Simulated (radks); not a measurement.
Results of a calculation; reference values are marked as such.
Species: Pt XV. Configuration: [Kr] 4d10 4f13 5s2 5p3 (not the ground configuration). Code: a radial shooting solver on a logarithmic mesh with Libxc functionals. Model: scalar-relativistic Kohn-Sham, PBE, spin-polarised, spherical densities, finite nucleus; open shells are filled with parallel spins first (spin-orbit coupling, left out, can overturn this in heavy ions); Fermi nuclear charge, rms radius 5.427 fm. Some entries of the table are withheld. Estimate them.

| orbital | occ. | eigenvalue (eV) | <1/r> (bohr^-1) | <r> (bohr) |
|---|---|---|---|---|
| 1s up | 1 | -78695.36 | 93.91 | 0.01715 |
| 1s down | 1 | -78694.84 | 93.91 | 0.01715 |
| 2s up | 1 | -14070.72 | 22.01 | 0.07236 |
| 2s down | 1 | -14070.42 | 22.01 | 0.07236 |
| 2p up | 3 | -12238.10 | 19.67 | 0.06522 |
| 2p down | 3 | -12237.64 | 19.67 | 0.06522 |
| 3s up | 1 | -3529.983 | 8.163 | 0.1871 |
| 3s down | 1 | -3528.894 | 8.164 | 0.1870 |
| 3p up | 3 | -2995.922 | 7.468 | 0.1881 |
| 3p down | 3 | -2994.770 | 7.469 | 0.1881 |
| 3d up | 5 | -2416.086 | 7.034 | 0.1704 |
| 3d down | 5 | -2415.123 | 7.036 | 0.1703 |
| 4s up | 1 | -984.2034 | 3.508 | 0.4135 |
| 4s down | 1 | -982.2474 | 3.507 | 0.4134 |
| 4p up | 3 | -808.0392 | 3.178 | 0.4392 |
| 4p down | 3 | -806.0771 | 3.178 | 0.4390 |
| 4d up | 5 | -593.9369 | (1) | 0.4626 |
| 4d down | 5 | -591.8395 | (2) | 0.4620 |
| 5s up | 1 | -364.4265 | 1.556 | 0.8764 |
| 5s down | 1 | -358.8905 | 1.561 | 0.8755 |
| 4f up | 7 | (3) | 2.472 | 0.4902 |
| 4f down | 6 | (4) | 2.480 | 0.4878 |
| 5p up | 3 | (5) | 1.398 | 0.9587 |
| 5p down | 0 | (6) | 1.398 | 0.9603 |

Answer. 
(1) 4d up <1/r> (bohr^-1): 2.857
(2) 4d down <1/r> (bohr^-1): 2.859
(3) 4f up eigenvalue (eV): -355.2515
(4) 4f down eigenvalue (eV): -352.7696
(5) 5p up eigenvalue (eV): -309.9410
(6) 5p down eigenvalue (eV): -304.2894
